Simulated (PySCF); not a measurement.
Ligands exchanged one at a time, B F-SH. Isolated molecules, 0 K electronic values unless said otherwise. One relaxed conformer stands for each flexible species; it need not be the lowest. Strings in code marks are SMILES.

Quantity: vertical ionisation energy (energy after one electron is removed minus that of the parent at the parent's geometry), in eV.

Level 1: B3LYP/6-31G* // B3LYP-D3(BJ)/def2-TZVP (PySCF)
Level 2: minus the HOMO energy of HF/6-31G* // B3LYP-D3(BJ)/def2-TZVP (PySCF)
Level 3: minus the HOMO energy of HF/STO-3G // B3LYP-D3(BJ)/def2-TZVP (PySCF)
Level 4: minus the HOMO energy of SVWN5/6-31G* // B3LYP-D3(BJ)/def2-TZVP (PySCF)

| species | level 2 | level 3 | level 4 |
|---|---|---|---|
| `FB(F)S` (F–B–S–H torsion 0°) | 11.24 | 7.98 | 7.04 |
| `SB(S)S` | 10.28 | 7.16 | 6.35 |

**Question.** What does level 1 give for each?

**Answer.** 
- `FB(F)S` (F–B–S–H torsion 0°): 10.92
- `SB(S)S`: 9.45
